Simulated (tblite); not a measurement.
Species: C7H4ClO (doublet state).
SMILES with atom numbers: `[O:1]=[CH:2][c:3]1[c:4][cH:5][c:6]([Cl:7])[cH:8][cH:9]1` (hydrogens: H10 on C2; H11 on C5; H12 on C8; H13 on C9)

Structure used (GFN2-xTB), in Å, numbered top down from 1:
```
atom  x, y, z in Å
O1     3.2376   -0.1752   -0.0963
C2     2.3724    0.6596   -0.0376
C3     0.9319    0.3749   -0.0095
C4    -0.0376    1.3429    0.0542
C5    -1.3780    1.1224    0.0787
C6    -1.7971   -0.2115    0.0369
Cl7   -3.4807   -0.5712    0.0647
C8    -0.8653   -1.2427   -0.0270
C9     0.4810   -0.9564   -0.0507
H10    2.6129    1.7377   -0.0004
H11   -2.1008    1.9212    0.1284
H12   -1.2086   -2.2653   -0.0583
H13    1.2279   -1.7361   -0.1008
```

Computed values, GFN2-xTB/tblite, gas phase, harmonic and unscaled. Against measured fundamentals such values can be off by several per cent, at times by over 20. One conformer, not necessarily the lowest. Open shells enter through the occupations alone, without spin polarisation, and single modes of such species can be off by tens of per cent.

Harmonic wavenumbers (cm⁻¹): 72.9, 136.8, 161.9, 277.1, 284.1, 332.6, 368.5, 468.6, 535.7, 587.5, 616.6, 660.6, 804.8, 823.7, 844.2, 892.8, 918.3, 969.1, 1079.1, 1121.5, 1186.9, 1218.6, 1265.7, 1345.2, 1389.8, 1419.1, 1493.8, 1590.1, 1743.3, 2791.9, 3072.1, 3091.9, 3097.1.

A = 5508, B = 694.9, C = 617.0 MHz; mass 138.995 u (most abundant isotopes); point group Cs, symmetry number 1; spin multiplicity 2.

Zero-point energy?

½Σν̃ = 18331 cm⁻¹ = 219.29 kJ/mol.

Give the ideal-gas entropy at 350 K and 1 bar in the rigid-rotor, harmonic-oscillator model (classical rotation).

Translation 173.73, rotation 124.59, vibration 94.62, spin (R ln 2) 5.76: S = 398.7 J/(mol K).

And Cp and H(350 K) − H(0)?

Cp = 144.25 J/(mol K), of which vibrations give 110.99 (their classical limit is 33 R = 274.4); H(350 K) − H(0) = 30.31 kJ/mol without the zero-point energy, 18.67 from vibrations.

Which modes carry the vibrational entropy at 350 K?

72.9 cm⁻¹: 18.36; 136.8 cm⁻¹: 13.21; 161.9 cm⁻¹: 11.85; 277.1 cm⁻¹: 7.67; 284.1 cm⁻¹: 7.48; 332.6 cm⁻¹: 6.33 J/(mol K); the other 27 give 29.71 together.

Blend soft modes into free rotors: weight 1/[1 + (100 cm⁻¹/ν̃)⁴] for the oscillator and the rest for a rotor with moment μB/(μ + B), μ = h/(8π²ν), B = 10⁻⁴⁴ kg m². What vibrational entropy results?

90.63 J/(mol K) in place of 94.62, which changes −T·S at 350 K by +1.39 kJ/mol.

How do the functions run with temperature in this model?

```
T (K)  S (J/(mol K))  Cp (J/(mol K))  H − H(0) (kJ/mol)  G − H(0) (kJ/mol)  ln q(vib)
  100          279.9            61.0               4.46             -23.53       0.74
  200          332.7            95.2              12.28             -54.26       2.30
  300          377.7           128.7              23.48             -89.82       4.05
  500          457.0           183.2              55.02            -173.50       7.74
  800          554.7           230.9             117.93            -325.85      13.11
 1000          608.4           249.6             166.09            -442.29      16.42
```

q(vib) and H(0) count from the zero-point level.

Hindered rotation and anharmonicity are outside this model. Other conformers, if any are populated, would add a mixing term that is left out.
